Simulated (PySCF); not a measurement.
A geometry optimisation, step by step.

Me2Te5, C₂H₆Te₅.
Bonds: C1–Te2, Te2–Te3, Te3–Te4, Te4–Te5, Te5–Te6, Te6–C7. Hydrogens: H8, H9, H10 on C1; H11, H12, H13 on C7.

Method: PBE0-D3(BJ)/def2-SVP geometry optimisation, gas phase, def2 core potentials past Kr in PySCF 2.14.0; density fitting, grid level 1; the optimiser is geomeTRIC in internal coordinates, started from a GFN2-xTB structure with every atom displaced at random (about 0.03 Å). The frame can shift and turn from step to step; on so coarse a grid that alone can change the energy by a few meV, and forces under 0.02 eV/Å are noise.

Step 0: E = -38637.9218 eV, largest atomic force 4.425 eV/Å
```
atom  x, y, z in Å  |  force x, y, z in eV/Å
C1      1.606   -0.297   -2.119   -2.816   2.817   1.928
Te2     1.530   -1.523   -0.406   -0.164  -0.427   0.071
Te3     2.986    0.127    1.102    0.949  -0.501   0.344
Te4     1.494    2.258    1.523   -0.869   0.585   0.231
Te5    -0.477    1.231    3.224    0.339   0.248   0.109
Te6    -2.695    1.306    1.717    0.242  -0.404  -0.237
C7     -2.259   -0.566    0.683   -2.422   2.115  -1.502
H8      1.138    0.751   -1.906    0.594  -1.651   0.113
H9      0.960   -0.688   -2.847   -0.871  -1.040  -1.528
H10     2.545   -0.065   -2.459    2.946   0.068  -1.075
H11    -3.190   -0.799    0.118    0.436   0.303  -0.153
H12    -1.416   -0.452    0.041    0.922   0.086  -0.602
H13    -2.190   -1.335    1.352    0.714  -2.198   2.302
```

Step 1: E = -38638.3719 eV, largest atomic force 2.036 eV/Å
```
atom  x, y, z in Å  |  force x, y, z in eV/Å
C1      1.669   -0.276   -2.193   -1.081   1.686   0.367
Te2     1.578   -1.510   -0.461   -0.088  -0.185   0.046
Te3     3.011    0.124    1.129    0.451  -0.280   0.158
Te4     1.461    2.264    1.555   -0.530   0.235   0.164
Te5    -0.493    1.260    3.269    0.244   0.174   0.005
Te6    -2.710    1.312    1.746    0.153  -0.187  -0.120
C7     -2.351   -0.571    0.733   -1.155   0.477  -0.274
H8      1.207    0.729   -1.971    0.277  -0.797   0.140
H9      1.031   -0.700   -2.961   -0.027  -0.464  -0.475
H10     2.669   -0.061   -2.527    0.763  -0.304  -0.303
H11    -3.278   -0.780    0.166    0.243   0.166  -0.136
H12    -1.489   -0.483    0.078    0.336  -0.060  -0.144
H13    -2.274   -1.361    1.459    0.414  -0.463   0.572
```

Step 2: E = -38638.4960 eV, largest atomic force 0.538 eV/Å
```
atom  x, y, z in Å  |  force x, y, z in eV/Å
C1      1.686   -0.207   -2.261   -0.192   0.495  -0.085
Te2     1.397   -1.453   -0.538    0.030  -0.079   0.007
Te3     2.902    0.005    1.178    0.137  -0.147   0.015
Te4     1.450    2.253    1.581   -0.197   0.096   0.096
Te5    -0.541    1.383    3.282    0.121   0.104   0.000
Te6    -2.678    1.340    1.644    0.028  -0.095  -0.063
C7     -2.346   -0.623    0.800   -0.428   0.088   0.003
H8      1.321    0.805   -2.033   -0.028  -0.034   0.132
H9      1.066   -0.599   -3.077    0.104  -0.173  -0.067
H10     2.740   -0.137   -2.543    0.103  -0.219  -0.060
H11    -3.232   -0.848    0.187    0.076   0.062  -0.088
H12    -1.434   -0.614    0.193    0.073  -0.042   0.008
H13    -2.299   -1.357    1.609    0.171  -0.055   0.102
```

Step 3: E = -38638.5205 eV, largest atomic force 0.179 eV/Å
```
atom  x, y, z in Å  |  force x, y, z in eV/Å
C1      1.851   -0.164   -2.363   -0.018   0.155  -0.088
Te2     1.478   -1.445   -0.674   -0.041  -0.018   0.031
Te3     2.904   -0.029    1.146    0.002  -0.033  -0.001
Te4     1.425    2.225    1.545   -0.071  -0.009   0.054
Te5    -0.555    1.419    3.277    0.054   0.045  -0.040
Te6    -2.729    1.361    1.677    0.015   0.007  -0.010
C7     -2.519   -0.651    0.928   -0.074  -0.045   0.074
H8      1.480    0.841   -2.127   -0.020   0.029   0.049
H9      1.282   -0.561   -3.216    0.075  -0.055   0.019
H10     2.924   -0.124   -2.590   -0.030  -0.088  -0.007
H11    -3.421   -0.862    0.335    0.032   0.022  -0.051
H12    -1.616   -0.718    0.307    0.016  -0.020  -0.003
H13    -2.473   -1.346    1.776    0.060   0.010  -0.027
```

Step 4: E = -38638.5345 eV, largest atomic force 0.276 eV/Å
```
atom  x, y, z in Å  |  force x, y, z in eV/Å
C1      1.902   -0.082   -2.433    0.062  -0.039  -0.003
Te2     1.216   -1.358   -0.828    0.018   0.036  -0.002
Te3     2.674   -0.220    1.156   -0.035   0.050   0.023
Te4     1.441    2.189    1.576    0.054  -0.045  -0.030
Te5    -0.644    1.615    3.245   -0.018  -0.056  -0.032
Te6    -2.716    1.364    1.525   -0.037   0.066   0.003
C7     -2.484   -0.721    1.031    0.168  -0.128   0.178
H8      1.655    0.960   -2.177    0.052  -0.127  -0.078
H9      1.365   -0.398   -3.341    0.004   0.068   0.059
H10     2.984   -0.226   -2.570   -0.125   0.085   0.036
H11    -3.335   -0.995    0.391   -0.013  -0.009   0.010
H12    -1.537   -0.862    0.491   -0.072   0.040  -0.028
H13    -2.489   -1.317    1.957   -0.058   0.059  -0.135
```

Step 5: E = -38638.5375 eV, largest atomic force 0.047 eV/Å
```
atom  x, y, z in Å  |  force x, y, z in eV/Å
C1      1.896   -0.105   -2.418    0.016  -0.008  -0.010
Te2     1.267   -1.374   -0.789    0.002   0.007  -0.006
Te3     2.718   -0.171    1.160   -0.001  -0.007   0.003
Te4     1.424    2.198    1.561    0.014   0.014  -0.001
Te5    -0.623    1.555    3.257   -0.006  -0.008   0.002
Te6    -2.735    1.362    1.585   -0.008  -0.012  -0.008
C7     -2.488   -0.703    1.008    0.010  -0.022   0.041
H8      1.623    0.931   -2.181   -0.004   0.011   0.002
H9      1.355   -0.437   -3.316    0.004  -0.002   0.008
H10     2.978   -0.203   -2.568   -0.019   0.001   0.009
H11    -3.358   -0.963    0.388    0.002  -0.002  -0.005
H12    -1.561   -0.808    0.430   -0.005   0.011  -0.014
H13    -2.465   -1.334    1.906   -0.004   0.015  -0.020
```

Step 6: E = -38638.5377 eV, largest atomic force under 0.02 eV/Å
```
atom  x, y, z in Å  |  force x, y, z in eV/Å
C1      1.884   -0.104   -2.409    0.001   0.005  -0.002
Te2     1.266   -1.372   -0.776    0.004   0.004   0.005
Te3     2.721   -0.165    1.167   -0.007  -0.001  -0.001
Te4     1.425    2.203    1.571   -0.004  -0.002   0.006
Te5    -0.626    1.547    3.260   -0.004  -0.002  -0.012
Te6    -2.740    1.353    1.586    0.008   0.006   0.008
C7     -2.476   -0.704    0.993   -0.004  -0.007   0.002
H8      1.607    0.931   -2.173   -0.002   0.004   0.001
H9      1.342   -0.442   -3.303    0.001  -0.002  -0.002
H10     2.965   -0.197   -2.560    0.003   0.002   0.002
H11    -3.345   -0.968    0.374    0.000  -0.004  -0.001
H12    -1.551   -0.793    0.407    0.000  -0.002  -0.003
H13    -2.442   -1.342    1.885    0.003  -0.001  -0.001
```

**Question.** Summarise the path.

**Answer.** The energy falls by 0.6159 eV from step 0 to step 6; nine tenths of that is first reached at step 2. It falls at every step. The largest force goes from 4.425 to under 0.02 eV/Å. Among the bonds Te3–Te4 changes most, from 2.636 to 2.730 Å; the atoms move by 0.446 Å rms after alignment.

What follows is the cost of the whole optimisation. Time: 5.2 min wall; peak memory 1.1 GiB. Hardware: one thread of an Arm Neoverse V1, shared host with 32 logical CPUs at a one-minute load of 28.
